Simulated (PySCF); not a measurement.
PySCF input file for B₃H₅N₃, SMILES B1NB[N]BN1 (connectivity only; charge and spin as stated), charge -1, multiplicity 1, PBE-D3(BJ)/def2-SVPD. Geometry optimised at PBE-D3(BJ)/def2-SVPD. The spin state was assumed, not searched. The isomer is the one that the SMILES or the coordinates give; other isomers of the formula were not compared.

```python
import numpy as np
from pyscf import gto, scf, dft, df
from pyscf.hessian import thermo

mol = gto.M(
    atom='''
    B     0.00000000    1.20182463   -0.81058774
    N     0.00000000   -0.00000003   -1.53247368
    B     0.00000000   -1.20182466   -0.81058769
    N     0.00000000   -1.21824450    0.67171998
    B     0.00000000    0.00000002    1.42117433
    N     0.00000000    1.21824453    0.67171993
    H     0.00000000    2.33607826   -1.32659359
    H     0.00000000   -2.33607831   -1.32659353
    H     0.00000000   -2.11201408    1.16303249
    H     0.00000000    0.00000004    2.65036405
    H     0.00000000    2.11201413    1.16303244
    ''',
    basis='def2-SVPD',
    charge=-1,
    spin=0,
    max_memory=1600,
    verbose=3,
)
mf = dft.RKS(mol, xc='pbe').density_fit(auxbasis='def2-universal-jkfit')
mf.disp = 'd3bj'
mf.grids.level = 3
mf.conv_tol = 1e-11
mf.max_cycle = 100
mf.kernel()

# [left out here: the lines that compute and print the analytic Hessian (its translational invariance restored by hand, since the grid's response is missing), thermochemistry and intensities]
```

It prints:

```
converged SCF energy = -241.583393851554

WARN: DFTD3 does not support analytical Hessian, using finite difference


WARN: Mole.unit (angstrom) is changed to Bohr

Mode                                 0                   1                   2
Irrep
Freq [cm^-1]                      224.9935            290.2536            413.4251
Reduced mass [au]                   2.4411              2.9116              1.7395
Force const [Dyne/A]                0.0728              0.1445              0.1752
Char temp [K]                     323.7156            417.6103            594.8267
Normal mode                   x     y     z       x     y     z       x     y     z
       0   B                 0.11  0.00 -0.00    0.06  0.00 -0.00    0.07 -0.00 -0.00
       1   N                -0.00 -0.00 -0.00   -0.15 -0.00  0.00   -0.07 -0.00 -0.00
       2   B                -0.11  0.00  0.00    0.06  0.00  0.00    0.07  0.00  0.00
       3   N                 0.12  0.00  0.00    0.07 -0.00  0.00   -0.09  0.00  0.00
       4   B                -0.00 -0.00  0.00   -0.13 -0.00  0.00    0.06 -0.00  0.00
       5   N                -0.12 -0.00  0.00    0.07 -0.00 -0.00   -0.09 -0.00  0.00
       6   H                 0.39  0.00 -0.00    0.22  0.00 -0.00    0.41 -0.00  0.00
       7   H                -0.39  0.00  0.00    0.22  0.00 -0.00    0.41  0.00  0.00
       8   H                 0.16  0.00 -0.00    0.06 -0.00 -0.00    0.14  0.00 -0.00
       9   H                -0.00  0.00  0.00   -0.42 -0.00  0.00    0.40  0.00  0.00
      10   H                -0.16 -0.00  0.00    0.06 -0.00  0.00    0.14 -0.00 -0.00
Mode                                 3                   4                   5
Irrep
Freq [cm^-1]                      470.0841            534.8551            705.6580
Reduced mass [au]                   7.5658              6.6059              1.1698
Force const [Dyne/A]                0.9850              1.1134              0.3432
[...]
       6   H                -0.00 -0.00  0.00    0.00  0.05  0.07   -0.49  0.00 -0.00
       7   H                -0.00  0.00  0.00    0.00 -0.05  0.07   -0.49 -0.00  0.00
       8   H                 0.60 -0.00 -0.00   -0.00  0.11 -0.12    0.08  0.00 -0.00
       9   H                 0.17  0.00 -0.00    0.00 -0.00  0.03    0.23 -0.00  0.00
      10   H                 0.60  0.00 -0.00   -0.00 -0.11 -0.12    0.08 -0.00  0.00
Mode                                 9                  10                  11
Irrep
Freq [cm^-1]                      851.2185            860.8362            862.2603
Reduced mass [au]                   1.6484              1.8714              1.4466
Force const [Dyne/A]                0.7037              0.8171              0.6337
Char temp [K]                    1224.7139           1238.5517           1240.6006
Normal mode                   x     y     z       x     y     z       x     y     z
       0   B                -0.13 -0.00  0.00   -0.00  0.04 -0.12   -0.02  0.00 -0.00
       1   N                -0.00  0.00 -0.00    0.00 -0.03 -0.00    0.00 -0.00 -0.00
       2   B                 0.13  0.00 -0.00    0.00  0.04  0.12   -0.02  0.00  0.00
       3   N                -0.04 -0.00  0.00   -0.00  0.03 -0.06    0.06  0.00 -0.00
       4   B                 0.00  0.00 -0.00    0.00 -0.06 -0.00   -0.15 -0.00  0.00
       5   N                 0.04 -0.00 -0.00   -0.00  0.03  0.06    0.06  0.00  0.00
       6   H                 0.52  0.00  0.00    0.00 -0.05 -0.29    0.10 -0.00 -0.00
       7   H                -0.52  0.00 -0.00   -0.00 -0.05  0.29    0.10 -0.00  0.00
       8   H                 0.11  0.00  0.00    0.00 -0.04 -0.19   -0.28 -0.00 -0.00
       9   H                -0.00  0.00 -0.00   -0.00 -0.49 -0.00    0.70 -0.00  0.00
      10   H                -0.11  0.00 -0.00    0.00 -0.04  0.19   -0.28 -0.00  0.00
Mode                                12                  13                  14
Irrep
Freq [cm^-1]                      890.1230            963.8633            982.1547
Reduced mass [au]                   4.3108              1.6033              1.0770
Force const [Dyne/A]                2.0124              0.8776              0.6121
Char temp [K]                    1280.6889           1386.7846           1413.1019
Normal mode                   x     y     z       x     y     z       x     y     z
       0   B                -0.00  0.10 -0.12   -0.00  0.10 -0.01    0.00 -0.01  0.00
       1   N                 0.00 -0.00  0.02    0.00  0.00 -0.07   -0.00  0.02  0.00
       2   B                 0.00 -0.10 -0.12    0.00 -0.10 -0.01   -0.00 -0.01 -0.00
       3   N                -0.00 -0.01  0.02   -0.00  0.04  0.03    0.00  0.01  0.05
       4   B                 0.00 -0.00  0.17   -0.00 -0.00 -0.06    0.00 -0.01  0.00
       5   N                 0.00  0.01  0.02    0.00 -0.04  0.03   -0.00  0.01 -0.05
       6   H                 0.00  0.04 -0.24    0.00  0.27  0.35   -0.00  0.10  0.22
       7   H                -0.00 -0.04 -0.24   -0.00 -0.27  0.35    0.00  0.10 -0.22
       8   H                 0.00 -0.01  0.04   -0.00  0.17  0.27    0.00  0.17  0.34
       9   H                -0.00 -0.00  0.18   -0.00 -0.00 -0.06    0.00 -0.72  0.00
      10   H                -0.00  0.01  0.04   -0.00 -0.17  0.27   -0.00  0.17 -0.34
Mode                                15                  16                  17
Irrep
Freq [cm^-1]                     1020.7181           1084.9049           1240.9342
Reduced mass [au]                   1.2684              1.5088              1.8860
Force const [Dyne/A]                0.7786              1.0463              1.7111
Char temp [K]                    1468.5861           1560.9366           1785.4281
Normal mode                   x     y     z       x     y     z       x     y     z
       0   B                 0.00  0.03  0.01   -0.00 -0.01 -0.10    0.00  0.02  0.06
       1   N                -0.00  0.00  0.00    0.00 -0.06 -0.00   -0.00 -0.07  0.00
       2   B                -0.00 -0.03  0.01    0.00 -0.01  0.10   -0.00  0.02 -0.06
       3   N                -0.00 -0.06 -0.03   -0.00 -0.00 -0.05    0.00  0.05  0.10
       4   B                 0.00 -0.00  0.07   -0.00  0.06  0.00    0.00 -0.02 -0.00
       5   N                -0.00  0.06 -0.03    0.00 -0.00  0.05   -0.00  0.05 -0.10
       6   H                -0.00  0.21  0.36    0.00  0.26  0.47   -0.00  0.03  0.11
       7   H                 0.00 -0.21  0.36   -0.00  0.26 -0.47    0.00  0.03 -0.11
       8   H                -0.00 -0.25 -0.38   -0.00 -0.05 -0.13   -0.00 -0.22 -0.40
       9   H                -0.00 -0.00  0.07   -0.00  0.10  0.00    0.00 -0.23 -0.00
      10   H                -0.00  0.25 -0.38    0.00 -0.05  0.13    0.00 -0.22  0.40
Mode                                18                  19                  20
Irrep
Freq [cm^-1]                     1298.1484           1302.3826           1368.2286
Reduced mass [au]                   3.5018              3.8913              2.5608
Force const [Dyne/A]                3.4769              3.8888              2.8245
Char temp [K]                    1867.7465           1873.8386           1968.5763
Normal mode                   x     y     z       x     y     z       x     y     z
       0   B                -0.00  0.07  0.01   -0.00 -0.12 -0.13    0.00 -0.03  0.04
       1   N                 0.00 -0.11 -0.00    0.00 -0.00  0.09   -0.00  0.00 -0.01
       2   B                -0.00  0.07 -0.01   -0.00  0.12 -0.13   -0.00  0.03  0.04
       3   N                -0.00  0.05 -0.00    0.00 -0.02  0.03   -0.00 -0.06 -0.11
       4   B                 0.00 -0.20  0.00   -0.00 -0.00 -0.01    0.00  0.00  0.12
       5   N                -0.00  0.05  0.00    0.00  0.02  0.03   -0.00  0.06 -0.11
       6   H                 0.00  0.09  0.05    0.00  0.06  0.26   -0.00 -0.02  0.07
       7   H                 0.00  0.09 -0.05    0.00 -0.06  0.26    0.00  0.02  0.07
       8   H                 0.00  0.16  0.18   -0.00  0.04  0.14    0.00  0.18  0.35
       9   H                -0.00  0.29  0.00    0.00  0.00  0.00    0.00 -0.00  0.13
      10   H                -0.00  0.16 -0.18    0.00 -0.04  0.14    0.00 -0.18  0.35
Mode                                21                  22                  23
Irrep
Freq [cm^-1]                     1479.1644           2281.6413           2296.5283
Reduced mass [au]                   7.8909              1.0860              1.0919
Force const [Dyne/A]               10.1721              3.3311              3.3930
Char temp [K]                    2128.1882           3282.7739           3304.1930
Normal mode                   x     y     z       x     y     z       x     y     z
       0   B                -0.00  0.11  0.06    0.00 -0.05  0.03    0.00 -0.06  0.02
       1   N                 0.00 -0.14 -0.00   -0.00 -0.00  0.00   -0.00  0.00  0.00
       2   B                -0.00  0.11 -0.06    0.00 -0.05 -0.03   -0.00  0.06  0.02
       3   N                -0.00 -0.06 -0.03    0.00 -0.00 -0.00    0.00  0.00  0.00
       4   B                -0.00  0.14  0.00   -0.00  0.00  0.00    0.00 -0.00  0.01
       5   N                 0.00 -0.06  0.03   -0.00 -0.00  0.00   -0.00 -0.00  0.00
       6   H                 0.00  0.02 -0.09   -0.00  0.61 -0.30   -0.00  0.61 -0.29
       7   H                 0.00  0.02  0.09   -0.00  0.61  0.30    0.00 -0.61 -0.29
       8   H                 0.00 -0.00  0.08    0.00 -0.01 -0.01    0.00  0.01  0.01
       9   H                -0.00 -0.13  0.00    0.00 -0.01 -0.00    0.00  0.00 -0.06
      10   H                -0.00 -0.00 -0.08   -0.00 -0.01  0.01   -0.00 -0.01  0.01
Mode                                24                  25                  26
Irrep
Freq [cm^-1]                     2414.0547           3508.0142           3511.6381
Reduced mass [au]                   1.0985              1.0761              1.0753
Force const [Dyne/A]                3.7719              7.8025              7.8127
Char temp [K]                    3473.2872           5047.2514           5052.4654
Normal mode                   x     y     z       x     y     z       x     y     z
       0   B                -0.00  0.00 -0.00    0.00 -0.00  0.00    0.00  0.00 -0.00
       1   N                 0.00  0.00  0.00   -0.00 -0.00 -0.00   -0.00 -0.00  0.00
       2   B                 0.00 -0.00 -0.00    0.00  0.00  0.00    0.00  0.00  0.00
       3   N                -0.00 -0.00 -0.00   -0.00  0.04 -0.02    0.00  0.04 -0.02
       4   B                 0.00 -0.00  0.09    0.00 -0.00 -0.00   -0.00 -0.00  0.00
       5   N                 0.00  0.00 -0.00    0.00 -0.04 -0.02   -0.00  0.04  0.02
       6   H                 0.00 -0.04  0.02   -0.00  0.00 -0.00   -0.00 -0.00  0.00
       7   H                -0.00  0.04  0.02    0.00 -0.00 -0.00    0.00 -0.00 -0.00
       8   H                -0.00 -0.01  0.01   -0.00 -0.60  0.32   -0.00 -0.60  0.32
       9   H                 0.00  0.00 -0.95    0.00 -0.00  0.01   -0.00 -0.00 -0.00
      10   H                 0.00  0.01  0.01   -0.00  0.60  0.32    0.00 -0.60 -0.32
temperature 298.1500 [K]
pressure 101325.00 [Pa]
Rotational constants [GHz] 5.44601 5.32803 2.69319
Symmetry number 2
Zero-point energy (ZPE) 0.07565 [Eh]   198618.028 [J/mol]
                           tot       elec      trans        rot        vib
Entropy [J/mol/K]       297.909      0.000    163.317    102.279     32.312
Cv [J/mol/K]             86.165      0.000     12.472     12.472     61.222
Cp [J/mol/K]             94.480      0.000     20.786     12.472     61.222
Internal energy [J/mol]                      3718.434   3718.434 205187.939
Internal energy [Eh]   -241.50241  -241.58339
Enthalpy [J/mol]                             6197.391   3718.434 205187.939
Enthalpy [Eh]          -241.50147
Gibbs free energy [J/mol]                  -42495.720 -26776.162 195554.012
Gibbs free energy [Eh] -241.53530
mode   freq/cm-1   IR/(km/mol)
   1      224.99         0.000
   2      290.25         0.469
   3      413.43         1.278
   4      470.08         5.003
   5      534.86         0.019
   6      705.66         0.000
   7      707.66        31.863
   8      805.58         0.623
   9      837.02        42.930
  10      851.22         0.000
  11      860.84         4.752
  12      862.26        74.523
  13      890.12        18.326
  14      963.86         0.655
  15      982.15         0.003
  16     1020.72         4.888
  17     1084.90         1.447
  18     1240.93         0.055
  19     1298.15         1.545
  20     1302.38       226.205
  21     1368.23       191.217
  22     1479.16       621.986
  23     2281.64       903.502
  24     2296.53       182.199
  25     2414.05       281.530
  26     3508.01        18.995
  27     3511.64         8.388
max |gradient| / (hartree/bohr): 5.150439455140523e-05
APT charges: [ 0.82   -1.1648  0.82   -0.6894  0.645  -0.6894 -0.3179 -0.3179  0.0706
 -0.2465  0.0706]
```

The run converged.
